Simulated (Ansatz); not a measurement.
Bonds to the group Y in Y-Sn(OH)3. All species are isolated molecules in the gas phase. Each species was relaxed from one start; no search for lower structures was made at this level. In the def2 sets, heavy atoms carry core potentials. Strings in code marks are SMILES.

Calculation: PBE-D3(BJ)/def2-TZVP // PBE0-D3(BJ)/def2-SVP in Ansatz (a program for electronic structure). All candidates: neutral, multiplicity 1. 

```
Item             Result
-------------  --------
HOMO           -6.19 eV
HOMO–LUMO gap   4.10 eV
LUMO           -2.09 eV
```

Identify which member has these values.
A. `[OH][Sn]([OH])([OH])[CH2]C(F)(F)F`
B. `[OH][Sn]([OH])([OH])[C](F)(F)F`
C. `[CH3][Sn]([OH])([OH])[OH]`
D. `C=C[CH2][Sn]([OH])([OH])[OH]`

D, `C=C[CH2][Sn]([OH])([OH])[OH]`. The others give `[CH3][Sn]([OH])([OH])[OH]`: -6.78 eV, 4.93 eV, -1.85 eV; `[OH][Sn]([OH])([OH])[CH2]C(F)(F)F`: -7.15 eV, 4.87 eV, -2.28 eV; `[OH][Sn]([OH])([OH])[C](F)(F)F`: -7.23 eV, 4.60 eV, -2.63 eV
